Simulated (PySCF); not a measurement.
# Ar³⁺ (argon, charge +3) across methods

[Ne] 3s2 3p3, high-spin 4S determinant. All numbers are calculated (PySCF 2.14, no relativity, point nucleus, in aug-cc-pV(Q+d)Z with one added diffuse shell each of s, p, d, f, g type (8s7p6d4f3g, 114 functions)).

| method | E (hartree) | mean ε 3s α (eV) | mean ε 3s β (eV) | mean ε 3p α (eV) | Σ⟨r²⟩ (bohr²) | ⟨S²⟩ |
| --- | --- | --- | --- | --- | --- | --- |
| r2SCAN0 | -524.4244 | -71.573 | -64.014 | -54.266 | 12.04 | 3.750 |
| UHF | -523.86503 | -79.847 | -67.434 | -59.217 | 12.11 | 3.751 |
| PBE0 | -524.2963 | -70.495 | -64.059 | -53.743 | 12.03 | 3.750 |
| LDA | -522.8259 | -66.801 | -62.616 | -51.535 | 12.06 | 3.750 |
| PBE | -524.2530 | -67.062 | -62.337 | -51.616 | 12.03 | 3.750 |
| r2SCANh | -524.4229 | -69.822 | -63.029 | -53.138 | 12.04 | 3.750 |
| CAM-B3LYP | -524.4671 | -71.792 | -65.933 | -55.076 | 12.06 | 3.750 |

**Question.** Estimate the same row for r2SCAN.

**Answer.** E (hartree) = -524.4219; mean ε 3s α (eV) = -68.656; mean ε 3s β (eV) = -62.373; mean ε 3p α (eV) = -52.385; Σ⟨r²⟩ (bohr²) = 12.04; ⟨S²⟩ = 3.750.
